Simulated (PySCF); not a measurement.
C5H8O.

```xyz
14

C      2.2596     0.8747     0.3797
C      1.9483    -0.4084     0.1923
C      0.5655    -0.9332    -0.0419
O     -0.3727     0.1208    -0.0515
C     -1.6786    -0.2279    -0.1282
C     -2.6546     0.6591    -0.3385
H      1.4862     1.6457     0.3705
H      3.2939     1.1858     0.5458
H      2.7294    -1.1778     0.2002
H      0.5357    -1.4852    -1.0043
H      0.3098    -1.6702     0.7479
H     -1.8891    -1.2972     0.0119
H     -2.4336     1.7194    -0.4793
H     -3.6928     0.3271    -0.3616
```

Geometry optimised at B3LYP-D3(BJ)/def2-SVP. The values are those of a single conformer.

Calculation: PySCF with PBE0/pcSseg-1. Non-relativistic, no solvent.

Question: Give the absolute GIAO shielding of each atom: isotropic value and principal components (ppm). (An estimate is asked for; the answer gives what the named calculation found.)

Answer: 
```json
[
 {"atom": "C1", "σ(iso)": "61.8", "σ11": "-56.3", "σ22": "67.3", "σ33": "174.3", "span": "230.6"},
 {"atom": "C2", "σ(iso)": "43.9", "σ11": "-76.7", "σ22": "60.4", "σ33": "148.0", "span": "224.7"},
 {"atom": "C3", "σ(iso)": "111.0", "σ11": "84.5", "σ22": "96.7", "σ33": "151.8", "span": "67.3"},
 {"atom": "O4", "σ(iso)": "217.3", "σ11": "112.0", "σ22": "269.4", "σ33": "270.4", "span": "158.4"},
 {"atom": "C5", "σ(iso)": "26.4", "σ11": "-77.4", "σ22": "63.1", "σ33": "93.5", "span": "170.8"},
 {"atom": "C6", "σ(iso)": "89.7", "σ11": "-11.6", "σ22": "119.0", "σ33": "161.7", "span": "173.2"},
 {"atom": "H7", "σ(iso)": "25.3", "σ11": "22.8", "σ22": "23.4", "σ33": "29.7", "span": "6.9"},
 {"atom": "H8", "σ(iso)": "25.7", "σ11": "23.1", "σ22": "25.1", "σ33": "28.9", "span": "5.8"},
 {"atom": "H9", "σ(iso)": "25.4", "σ11": "24.1", "σ22": "24.8", "σ33": "27.4", "span": "3.3"},
 {"atom": "H10", "σ(iso)": "27.1", "σ11": "23.3", "σ22": "26.3", "σ33": "31.6", "span": "8.2"},
 {"atom": "H11", "σ(iso)": "27.2", "σ11": "23.6", "σ22": "26.6", "σ33": "31.2", "span": "7.6"},
 {"atom": "H12", "σ(iso)": "25.0", "σ11": "22.7", "σ22": "24.2", "σ33": "28.2", "span": "5.4"},
 {"atom": "H13", "σ(iso)": "26.5", "σ11": "24.1", "σ22": "24.8", "σ33": "30.7", "span": "6.7"},
 {"atom": "H14", "σ(iso)": "27.0", "σ11": "25.0", "σ22": "25.9", "σ33": "30.1", "span": "5.0"}
]
```
